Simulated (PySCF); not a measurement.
**Calculated properties of `CC(C)(C)[P@@](C)(=O)[O-]`**

Species: C₅H₁₂O₂P (charge -1).
Geometry (PBE0-D3(BJ)/def2-SVP, Å), atoms numbered from 1 in this order:
```xyz
20
C5H12O2P angstrom
C     -1.7954   -1.6086    0.7763
C     -0.7241   -0.8374    0.0047
C     -0.9208    0.6602    0.2040
C     -0.7612   -1.2306   -1.4668
P      0.8988   -1.4029    0.7946
C      2.2074   -0.4558   -0.1140
O      0.8817   -0.8928    2.2225
O      1.0624   -2.8688    0.4408
H     -1.6176   -2.6908    0.6764
H     -1.7313   -1.3610    1.8470
H     -2.8104   -1.3690    0.4054
H     -0.2079    1.2472   -0.3995
H     -1.9412    0.9803   -0.0848
H     -0.7513    0.9106    1.2629
H     -0.4878   -2.2926   -1.5642
H     -0.0416   -0.6423   -2.0614
H     -1.7645   -1.0709   -1.9081
H      3.1664   -0.7794    0.3202
H      2.1092    0.6305    0.0362
H      2.2203   -0.6884   -1.1902
```

From PBE0-D3(BJ)/def2-SVP geometry optimisation, gas phase (PySCF):

```
Rotational constants A, B, C : 2.189, 1.470, 1.463 GHz
```

B97-2/pcSseg-1 ground state and GIAO shieldings, non-relativistic (PySCF):

```
HOMO energy                                                 : -1.59 eV
LUMO energy                                                 : 4.98 eV
HOMO–LUMO gap                                               : 6.57 eV
13C chemical shifts (computed TMS as zero) by class         : 32.6 (C2), 28.0 (C1/C3/C4), 14.4 (C6) ppm
1H chemical shifts (computed TMS as zero) by class          : 0.94 (H9/H10/H11/H12/H13/H14/H15/H16/H17), 0.52 (H18/H19/H20) ppm
Isotropic shieldings of nuclei other than C and H, by class : 190 (O7/O8), 308 (P5) ppm
```

**delta-SCF UKS SCAN, pcX-2 on the ionised atom, pcseg-1 elsewhere, spin-free X2C; 2p3/2 from a spin–orbit splitting computed afterwards within the 2p shell (PySCF)**

```
Core binding energies : P2p3/2 132.1 (P5), C1s 285.8 (C2), C1s 285.8 (C6), C1s 286.2 (C1/C3/C4), O1s 530.4 (O7/O8), P1s 2146.3 (P5) eV
```

Monoisotopic mass of the ion (most abundant isotopes, electron mass counted): 135.0580 u.

The rotational constants are those of a nearly prolate symmetric top. With B = h/(8π²I), that is 505.379 GHz u Å² over I, the principal moments of inertia are 230.9, 343.9 and 345.4 u Å² (most abundant isotopes).

Geometry: PBE0-D3(BJ)/def2-SVP; no solvent or vibrations. NMR classes are plain means over equivalent atoms (diastereotopic ones count apart unless rotation or inversion swaps them), as if these changed places fast; in this geometry the members of some classes differ. No diffuse functions stand in pcSseg-1, which bears on an anion's orbital energies.
